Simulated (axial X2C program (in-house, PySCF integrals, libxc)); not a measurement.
# Low determinants of SiBr⁻ at the PBE0 level, 2c

All values were computed with an axial X2C code built on PySCF integrals. Two-component (2c) means X2C with spin–orbit coupling and atomic mean-field two-electron Coulomb and Gaunt terms. Basis: Br dyall-acv3z [9s10p7d5f1g], Si dyall-av3z [9s8p3d2f] (cores contracted in-house); Gaussian nuclei, density fitting, unrestricted open shells. Masses: Br 78.918 u, Si 27.977 u.

Search at 2.430 Å (vertical energies from the lowest determinant):

| ΔE (eV) | state | electrons beyond evenly filled partner blocks | electrons in ±ω = 1/2, 3/2, 5/2, 7/2 |
| --- | --- | --- | --- |
| 0.00 | Ω = 1 | ω = -1/2, ω = 3/2 | 35 13 2 0 |
| 0.71 | Ω = 0 | none | 36 12 2 0 |
| 0.74 | Ω = 2 | ω = 1/2, ω = 3/2 | 35 13 2 0 |
| 0.78 | Ω = 0 | none | 34 14 2 0 |
| 1.88 | Ω = 1 | 2 × ω = 1/2 | 36 12 2 0 |
| 2.58 | Ω = 3 | 2 × ω = 3/2 | 34 14 2 0 |
| 4.69 | Ω = 4 | ω = 3/2, ω = 5/2 | 34 13 3 0 |

Lowest determinant, Ω = 1 (⟨Sz⟩ = 1.00, ⟨Lz⟩ = 0.00 at PBE0): Re = 2.421 Å, ωe = 289.4 cm⁻¹.

The determinant in row 2 of the search, Ω = 0 (closed shell), was followed along the bond at PBE0; measured from the minimum of the lowest determinant it gives:

Te = 0.704 eV (5680 cm⁻¹), Re = 2.389 Å, ωe = 305.7 cm⁻¹.

(1) Compare the bond of the determinant in row 2 with that of the lowest one.

The search compares states at one distance, so a state with another bond length can lie lower; it is not exhaustive and yields mostly the lowest determinant of each block pattern, so other components and higher states of one pattern are missing. These are energies of single determinants, not of spin-adapted states; PBE0 term energies can be off by some tenths of an eV, and the functional has no current term. Open-shell Ω = 0 determinants with evenly filled partner blocks cannot be reached by this program, so the Ω shown need not be the lowest component. The lowest determinant need not be the ground state where others lie within half an eV. A closed-shell Ω = 0 row of a π² shell mixes the 0⁺ component of the triplet with ¹Σ⁺ and matches no level; 0⁺ can lie lowest. For an anion, determinants above electron detachment are held by the basis set. The highest occupied level of some functionals is positive through self-interaction error; at Hartree–Fock it is bound. Row 1 has a positive highest level at its minimum. Row 2 has a positive highest level at its minimum.

## Answers

(1) At PBE0 its Re is 0.032 Å shorter and its force constant, which goes as ωe², is 1.12 times that of the lowest determinant. T0 ≈ Te + Δωe/2 = 5680 + (8) = 5688 cm⁻¹.
